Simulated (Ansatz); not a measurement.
`N[SiH2]C(F)F` + H₂ → `FC(F)[SiH3]` + NH₃ at 400 K and 1 bar (hydrogenolysis of the Si–N bond).

Computed with Ansatz on PBE0-D4/def2-TZVP structures; ΔE is electronic, products minus reactants. CBS: MP2 limit from def2 TZ/QZ plus the TZ coupled-cluster correction, frozen cores. This one scheme is used for every species. Each species was taken in one conformer, which may not be the lowest.

| species | CCSD(T)/CBS energy (Eh) | H − E (kJ/mol) | S (J/(mol·K)) |
| --- | --- | --- | --- |
| `N[SiH2]C(F)F` | -584.43886 | 204.4 | 386.1 |
| H₂ | -1.17544 | 38.0 | 139.0 |
| `FC(F)[SiH3]` | -529.09339 | 148.8 | 334.1 |
| NH₃ | -56.50880 | 104.2 | 203.1 |

H − E and S are ideal-gas, rigid-rotor, harmonic terms from PBE0-D4/def2-TZVP, for one conformer and one mirror image of each species. For small species the MP2-based limit differs from directly extrapolated CCSD(T) by up to some mEh (0.8 for H₂); such offsets cancel only in part. 1 Eh = 2625.50 kJ/mol, R = 8.31446 J/(mol·K).

Q: By hand: ΔE, ΔH, ΔS and ΔG.

A: ΔE = (-529.09339) + (-56.50880) − (-584.43886) − (-1.17544) = 0.01211 Eh = 31.8 kJ/mol. Δ(H − E) = 148.8 + 104.2 − 204.4 − 38.0 = 10.6, so ΔH = 42.4 kJ/mol. ΔS = 334.1 + 203.1 − 386.1 − 139.0 = 12.1 J/(mol·K). ΔG = 42.4 − 400 × (12.1)/1000 = 37.6 kJ/mol.

Q: By hand: the equilibrium constant, and the temperature at which ΔG would vanish if ΔH and ΔS stayed fixed.

A: log₁₀ K = −ΔG/(RT ln 10) = -4.9. ΔG = 0 at ΔH/ΔS = 3504 K, far beyond where these terms or the molecules hold.

The number of gas molecules stays the same, so ΔS is small and ΔH decides. A doubt of 5 kJ/mol in ΔE shifts log₁₀ K by 0.7 here. Other conformers and mirror images would add mixing entropy, several J/(mol·K) or more a flexible species. Modes under 60 cm⁻¹, often nearly free rotors, make the harmonic entropy too high. These are equilibria of isolated gas molecules and say nothing of rates. Largest T1 diagnostic: 0.012 (customary marks: 0.02 for closed shells, 0.045 for open ones).
